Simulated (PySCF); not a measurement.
## NMR data sheet: 4-Methylpyridine

* Formula: C6H7N
* SMILES: Cc1ccncc1
* InChI: InChI=1S/C6H7N/c1-6-2-4-7-5-3-6/h2-5H,1H3
* Point group of the computed structure: C1
* Degrees of unsaturation: 4
* Carbon signals: 4
* Proton signals: 3

Atom-mapped SMILES (the numbers label the heavy atoms): `[CH3:1][c:2]1[cH:3][cH:4][n:5][cH:6][cH:7]1`. Each H is labelled by its parent atom.

- geometry from PBE0-D3(BJ)/def2-TZVP
- NMR shieldings at B97-2/pcSseg-2/GIAO
- program: PySCF 2.14.0 with density-fitted response routines
- one conformer, isolated molecule, equivalent nuclei averaged, relativity neglected

Shifts are taken against calculated references (same method and geometry level): TMS for 1H and 13C; 15N against NH3.

| carbon | δC, type | δH (multiplicity) | HMBC from (2–3 bonds) | span of the C tensor (ppm) |
| --- | --- | --- | --- | --- |
| C1 | 23.8, CH3 | 2.40 (s) | H(C3)/H(C7) | 46 |
| C2 | 154.1, C | – | H(C4)/H(C6), H(C3)/H(C7), H(C1) | 255 |
| C3/C7 | 129.9, CH | 7.24 (d) | H(C4)/H(C6), H(C3)/H(C7), H(C1) | 216 |
| C4/C6 | 158.2, CH | 8.80 (d) | H(C4)/H(C6), H(C3)/H(C7) | 226 |

Other nuclei:
| atoms | nucleus | environment | δ (ppm) | σ (ppm) |
| --- | --- | --- | --- | --- |
| N5 | 15N | pyridine-type ring nitrogen | 346.2 | -84.4 |

1. Carbon types of the structure: 1 × C, 4 × CH, 1 × CH3, which accounts for all hydrogens.
2. δC 158.2: aromatic CH next to a ring nitrogen; the adjacent pyridine-type nitrogen withdraws density from it.
3. δC 154.1: substituted aromatic carbon.
4. δC 129.9: aromatic CH; the aromatic region.
5. δH 8.80: hydrogen on an aromatic CH next to a ring nitrogen; ring current plus the neighbouring ring nitrogen.
6. δH 7.24: hydrogen on an aromatic CH; the ring current deshields protons in the ring plane.

Shifts are as computed. Against solution values, carbons near 30 ppm lie about +3 ppm off and those near 130 ppm about +7 ppm. Of 1211 compounds with measured shifts, 218 miss one by over three times the rms of a fit or turn the order of signals round; such compounds aren't used in these exercises. Experimental scales use liquid or dissolved standards, which lie at an offset from isolated NH3 (liquid NH3: subtract about 20 ppm). Unscaled 15N shifts of sp2 nitrogen come out 20 to 40 ppm too high even then. Multiplicities follow the n + 1 count of equivalent neighbours, as no J values were calculated; m marks all less simple cases, F and P coupling included.
